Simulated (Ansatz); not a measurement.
Sc₂B₂⁺. The state is a doublet with charge 1. Geometry r2SCAN-D4/def2-SVP, that of the neutral singlet; atoms count from 1.

Cartesian coordinates in Å:
```
Sc 0.5326 -1.4381 -0.3910
Sc -0.7426 0.2248 1.3795
B -0.5732 0.4478 -0.8333
B 0.7832 0.7655 -0.1552
```

The structure comes from a short search, and lower isomers may exist.

**Question.** Estimate the Mulliken populations from the PBE0/def2-TZVP orbitals of Ansatz.

**Answer.** 
| atom | charge (e) | spin (α − β) | d electrons |
| --- | --- | --- | --- |
| Sc1 | 0.60 | 0.50 | 1.41 |
| Sc2 | 0.60 | 0.50 | 1.41 |
| B3 | -0.10 | 0.00 | – |
| B4 | -0.10 | 0.00 | – |
Mulliken values depend strongly on the basis.

**Question.** Where does the spin sit?

**Answer.** Summed by element: Sc 1.00, B 0.00, of 1 unpaired in all. Largest on single atoms: Sc2 0.50, Sc1 0.50, B3 0.00.

**Question.** And the Mayer bond orders between heavy atoms (over 0.3)?

**Answer.** Sc1–Sc2 1.20 (2.74 Å); Sc1–B3 1.05 (2.23 Å); Sc1–B4 1.05 (2.23 Å); Sc2–B3 1.05 (2.23 Å); Sc2–B4 1.05 (2.23 Å); B3–B4 1.50 (1.55 Å).
